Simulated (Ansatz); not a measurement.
Computed with Ansatz on PBE0-D4/def2-TZVP structures; ΔE is electronic, products minus reactants. CBS: MP2 limit from def2 TZ/QZ plus the TZ coupled-cluster correction, frozen cores. Functionals use def2-TZVPP. Each species was taken in one conformer, which may not be the lowest.

Reaction (isomerisation): `CN[SiH](F)OC` → `CC[Si](N)(O)F`

```json
{"level": "PBE0-D4", "ΔE (kcal/mol)": "-32.4"}
{"level": "r2SCAN", "ΔE (kcal/mol)": "-32.8"}
{"level": "PBE0", "ΔE (kcal/mol)": "-32.2"}
{"level": "MP2/CBS(def2)", "ΔE (kcal/mol)": "-34.8"}
```

Q: What does CCSD(T)/CBS give? (An estimate is asked.)

A: Computed: -33.0 kcal/mol. The listed levels differ from it by 0.6, 0.2, 0.8, -1.8 kcal/mol.

Largest T1 diagnostic among the species: 0.011.

In def2-TZVPP, CCSD(T) changes the Hartree–Fock value by −4.0 kcal/mol (the triples alone add −0.3 kcal/mol) and MP2 by −5.9 kcal/mol. From PBE to PBE0 (25 % exact exchange), in def2-TZVPP and without D4, ΔE moves by −0.8 kcal/mol.
